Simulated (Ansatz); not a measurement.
MgAg6⁺, relaxed as a doublet with UKS PBE-D4/def2-SVP in Ansatz, starting from the GFN1-xTB geometry. Force threshold 0.02 eV/Å.

In the def2 sets Ag takes a core potential; there is no spin–orbit coupling. The relaxation made no stability test and no search for a lower SCF solution. No other spin state of charge 1 was run. The structure comes from a short search, and lower isomers may exist.

Start:

Cartesian coordinates in Å:
```
Mg -2.426 0.242 2.921
Ag -1.349 1.730 -1.562
Ag 1.095 -1.744 0.159
Ag 3.295 -0.132 0.549
Ag -0.577 -0.947 -1.965
Ag -1.172 -0.090 0.577
Ag 1.134 0.941 -0.679
```

```csv
step,energy (eV),largest force component (eV/Å),SCF passes
1,-29433.8495,0.317,38
2,-29433.8647,0.162,24
3,-29433.8727,0.037,24
4,-29433.8779,0.114,28
5,-29433.8858,0.044,24
6,-29433.8916,0.079,24
7,-29433.9004,0.130,25
8,-29433.9203,0.171,27
9,-29433.9435,0.062,27
10,-29433.9504,0.035,24
11,-29433.9523,0.025,25
13,-29433.9541,0.023,25
15,-29433.9601,0.090,23
17,-29433.9890,0.071,24
19,-29434.0415,0.357,24
21,-29434.1672,0.070,32
23,-29434.1875,0.053,26
25,-29434.2001,0.081,31
27,-29434.3002,0.149,31
29,-29434.4548,0.122,30
31,-29434.4672,0.112,28
33,-29434.4755,0.005,25
```

Force components are those of the run's own axes.

End:

Cartesian coordinates in Å:
```
Mg -0.4002 0.6746 1.7337
Ag -1.1188 1.5889 -0.8017
Ag 0.4069 -1.5547 0.2487
Ag 2.2369 -0.0643 1.6845
Ag -0.4247 -0.6708 -2.2576
Ag -2.2623 -0.6905 0.3043
Ag 1.5622 0.7168 -0.9119
```

Bonds lost: Ag6–Ag7 (atoms count from 1). Bonds formed: Mg1–Ag2, Mg1–Ag3, Mg1–Ag4, Mg1–Ag7 (atoms count from 1). The end is the same structure that another start reached.

No frequencies were taken in this run, so the end may be a saddle point.

Run time 4.1 min (4 threads of Arm Neoverse V1 on a shared host).
